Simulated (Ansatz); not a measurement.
Ansatz (a program for electronic structure) input (B3LYP-D3(BJ)/def2-TZVP):

Ansatz 0.2 input:
```yaml
crystal:
  periodic: [false, false, false]
  atoms:
    - {symbol: Cr, position_ang: [-0.60292031, -0.56638228, -0.59197956]}
    - {symbol: O, position_ang: [1.45639411, 0.99759732, 1.25957913]}
    - {symbol: C, position_ang: [0.46982244, 0.93539937, 0.68847937]}
basis:
  gaussian:
    orbitals: def2-TZVP
hamiltonian:
  xc: b3lyp
  dispersion: d3bj
magnetization: {spin_polarized: true, initial_magnetization: 6}
phonons: {temperatures: {t_min: 298.15, t_max: 298.15, t_step: 100}}
```

Output:

```
Functional definition: B3LYP
integrals: 0.03 GiB planned
817 factors; their error is unknown
mean field: 0.41 GiB planned
mean field evaluation 1: about -31498.3993 eV, gradient 4.6e1 eV
mean field evaluation 2: about -31476.0886 eV, gradient 9.6e1 eV
mean field evaluation 4: about -31505.1322 eV, gradient 1.1e1 eV
mean field evaluation 8: about -31505.7777 eV, gradient 1.0e-1 eV
mean field evaluation 16: about -31505.9185 eV, gradient 1.4e-3 eV
mean field -31505.91854063 eV, -1157.8211508896 hartree, gradient 8.3e-5 eV, S^2 12.004192; 0 other end points of the search recorded, 0 dependent functions left out
the calculation of the forces begins
reference -31505.91874632 eV, -1157.8211584486 hartree; 22, 16 occupied and 85, 91 virtual orbitals, 817 factors
these checks for a lower state are left out or cut short: stability, starts, cluster_reference, orbital_swaps, neighbouring_geometries, increment
integrals: 0.03 GiB planned
817 factors; their error is unknown
mean field: 0.41 GiB planned
mean field -31505.91866248 eV, -1157.8211553673 hartree, gradient 2.0e-6 eV, S^2 12.004199; 0 other end points of the search recorded, 0 dependent functions left out
the calculation of the forces begins
reference -31505.91886817 eV, -1157.8211629264 hartree; 22, 16 occupied and 85, 91 virtual orbitals, 817 factors
these checks for a lower state are left out or cut short: stability, starts, cluster_reference, orbital_swaps, neighbouring_geometries, increment
integrals: 0.03 GiB planned
817 factors; their error is unknown
mean field: 0.41 GiB planned
mean field evaluation 32: about -31505.9184 eV, gradient 1.4e-6 eV
mean field -31505.91840845 eV, -1157.8211460321 hartree, gradient 1.4e-6 eV, S^2 12.004186; 0 other end points of the search recorded, 0 dependent functions left out
the calculation of the forces begins
reference -31505.91861414 eV, -1157.8211535910 hartree; 22, 16 occupied and 85, 91 virtual orbitals, 817 factors
these checks for a lower state are left out or cut short: stability, starts, cluster_reference, orbital_swaps, neighbouring_geometries, increment
integrals: 0.03 GiB planned
817 factors; their error is unknown
mean field: 0.41 GiB planned
mean field -31505.91843584 eV, -1157.8211470385 hartree, gradient 1.9e-6 eV, S^2 12.004191; 0 other end points of the search recorded, 0 dependent functions left out
the calculation of the forces begins
reference -31505.91864153 eV, -1157.8211545975 hartree; 22, 16 occupied and 85, 91 virtual orbitals, 817 factors
these checks for a lower state are left out or cut short: stability, starts, cluster_reference, orbital_swaps, neighbouring_geometries, increment
integrals: 0.03 GiB planned
817 factors; their error is unknown
mean field: 0.41 GiB planned
mean field -31505.91864097 eV, -1157.8211545770 hartree, gradient 2.6e-6 eV, S^2 12.004194; 0 other end points of the search recorded, 0 dependent functions left out
the calculation of the forces begins
reference -31505.91884666 eV, -1157.8211621361 hartree; 22, 16 occupied and 85, 91 virtual orbitals, 817 factors
these checks for a lower state are left out or cut short: stability, starts, cluster_reference, orbital_swaps, neighbouring_geometries, increment
integrals: 0.03 GiB planned
817 factors; their error is unknown
mean field: 0.41 GiB planned
mean field -31505.91824453 eV, -1157.8211400082 hartree, gradient 1.2e-6 eV, S^2 12.004243; 0 other end points of the search recorded, 0 dependent functions left out
the calculation of the forces begins
reference -31505.91845024 eV, -1157.8211475677 hartree; 22, 16 occupied and 85, 91 virtual orbitals, 817 factors
these checks for a lower state are left out or cut short: stability, starts, cluster_reference, orbital_swaps, neighbouring_geometries, increment
integrals: 0.03 GiB planned
817 factors; their error is unknown
mean field: 0.41 GiB planned
mean field evaluation 64: about -31505.9182 eV, gradient 2.8e-6 eV
mean field -31505.91817692 eV, -1157.8211375236 hartree, gradient 2.8e-6 eV, S^2 12.004143; 0 other end points of the search recorded, 0 dependent functions left out
the calculation of the forces begins
reference -31505.91838260 eV, -1157.8211450822 hartree; 22, 16 occupied and 85, 91 virtual orbitals, 817 factors
these checks for a lower state are left out or cut short: stability, starts, cluster_reference, orbital_swaps, neighbouring_geometries, increment
integrals: 0.03 GiB planned
817 factors; their error is unknown
mean field: 0.41 GiB planned
mean field -31505.91852489 eV, -1157.8211503112 hartree, gradient 1.1e-6 eV, S^2 12.004195; 0 other end points of the search recorded, 0 dependent functions left out
the calculation of the forces begins
reference -31505.91873059 eV, -1157.8211578703 hartree; 22, 16 occupied and 85, 91 virtual orbitals, 817 factors
these checks for a lower state are left out or cut short: stability, starts, cluster_reference, orbital_swaps, neighbouring_geometries, increment
integrals: 0.03 GiB planned
817 factors; their error is unknown
mean field: 0.41 GiB planned
mean field -31505.91855251 eV, -1157.8211513261 hartree, gradient 1.1e-6 eV, S^2 12.004190; 0 other end points of the search recorded, 0 dependent functions left out
the calculation of the forces begins
reference -31505.91875820 eV, -1157.8211588850 hartree; 22, 16 occupied and 85, 91 virtual orbitals, 817 factors
these checks for a lower state are left out or cut short: stability, starts, cluster_reference, orbital_swaps, neighbouring_geometries, increment
integrals: 0.03 GiB planned
817 factors; their error is unknown
mean field: 0.41 GiB planned
mean field -31505.91806055 eV, -1157.8211332469 hartree, gradient 2.8e-6 eV, S^2 12.004136; 0 other end points of the search recorded, 0 dependent functions left out
the calculation of the forces begins
reference -31505.91826623 eV, -1157.8211408054 hartree; 22, 16 occupied and 85, 91 virtual orbitals, 817 factors
these checks for a lower state are left out or cut short: stability, starts, cluster_reference, orbital_swaps, neighbouring_geometries, increment
integrals: 0.03 GiB planned
817 factors; their error is unknown
mean field: 0.41 GiB planned
mean field evaluation 96: about -31505.9184 eV, gradient 1.3e-6 eV
mean field -31505.91838218 eV, -1157.8211450668 hartree, gradient 1.3e-6 eV, S^2 12.004249; 0 other end points of the search recorded, 0 dependent functions left out
the calculation of the forces begins
reference -31505.91858789 eV, -1157.8211526264 hartree; 22, 16 occupied and 85, 91 virtual orbitals, 817 factors
these checks for a lower state are left out or cut short: stability, starts, cluster_reference, orbital_swaps, neighbouring_geometries, increment
integrals: 0.03 GiB planned
817 factors; their error is unknown
mean field: 0.41 GiB planned
mean field -31505.91865316 eV, -1157.8211550248 hartree, gradient 1.1e-6 eV, S^2 12.004192; 0 other end points of the search recorded, 0 dependent functions left out
the calculation of the forces begins
reference -31505.91885885 eV, -1157.8211625838 hartree; 22, 16 occupied and 85, 91 virtual orbitals, 817 factors
these checks for a lower state are left out or cut short: stability, starts, cluster_reference, orbital_swaps, neighbouring_geometries, increment
integrals: 0.03 GiB planned
817 factors; their error is unknown
mean field: 0.41 GiB planned
mean field -31505.91842039 eV, -1157.8211464707 hartree, gradient 1.2e-6 eV, S^2 12.004193; 0 other end points of the search recorded, 0 dependent functions left out
the calculation of the forces begins
reference -31505.91862608 eV, -1157.8211540298 hartree; 22, 16 occupied and 85, 91 virtual orbitals, 817 factors
Total energy: -31506.02776277 eV, -1157.8251647292 hartree
Atom 0 at    -0.602920    -0.566382    -0.591980 Å, force    -0.000592    -0.000382    -0.000501 eV/Å
Atom 1 at     1.456394     0.997597     1.259579 Å, force     0.000828     0.000535     0.000701 eV/Å
Atom 2 at     0.469822     0.935399     0.688479 Å, force    -0.000236    -0.000152    -0.000200 eV/Å
Dipole moment:    -0.130573     0.024355    -0.060601 e Å
Vibrations: 172.41 246.09 2027.03 cm⁻¹, zero-point energy 0.151603 eV
```

The spin state was set by rule; other spins were not relaxed.
